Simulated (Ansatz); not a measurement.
`F[SiH2]CS` → CH₃SH + `F[SiH]` at 298.15 K and 1 bar (silylene formation by 1,1-elimination).

Gas-phase electronic energies from Ansatz, PBE0-D4/def2-TZVP geometries. CCSD(T)/CBS adds triple-zeta CCSD(T) − MP2 to the extrapolated MP2 energy (def2 sets, frozen cores). This one scheme is used for every species. One conformer a species, not always the lowest.

```
    species  CCSD(T)/CBS energy (Eh)  H − E (kJ/mol)  S (J/(mol·K))
`F[SiH2]CS`               -827.77060           167.8          325.3
      CH₃SH               -438.22835           133.0          253.2
   `F[SiH]`               -389.46371            32.3          239.1
```

H − E and S are ideal-gas, rigid-rotor, harmonic terms from PBE0-D4/def2-TZVP, for one conformer and one mirror image of each species. 1 Eh = 2625.50 kJ/mol, R = 8.31446 J/(mol·K).

Q: By hand: ΔE, ΔH, ΔS and ΔG.

A: ΔE = (-438.22835) + (-389.46371) − (-827.77060) = 0.07854 Eh = 206.2 kJ/mol. Δ(H − E) = 133.0 + 32.3 − 167.8 = -2.5, so ΔH = 203.7 kJ/mol. ΔS = 253.2 + 239.1 − 325.3 = 167.0 J/(mol·K). ΔG = 203.7 − 298.15 × (167.0)/1000 = 153.9 kJ/mol.

Q: By hand: the equilibrium constant, and the temperature at which ΔG would vanish if ΔH and ΔS stayed fixed.

A: log₁₀ K = −ΔG/(RT ln 10) = -27.0. ΔG = 0 at ΔH/ΔS = 1220 K.

The number of gas molecules changes by +1, which sets the sign of ΔS. A doubt of 5 kJ/mol in ΔE shifts log₁₀ K by 0.9 here. Other conformers and mirror images would add mixing entropy, several J/(mol·K) or more a flexible species. These are equilibria of isolated gas molecules and say nothing of rates. Largest T1 diagnostic: 0.015 (customary marks: 0.02 for closed shells, 0.045 for open ones).
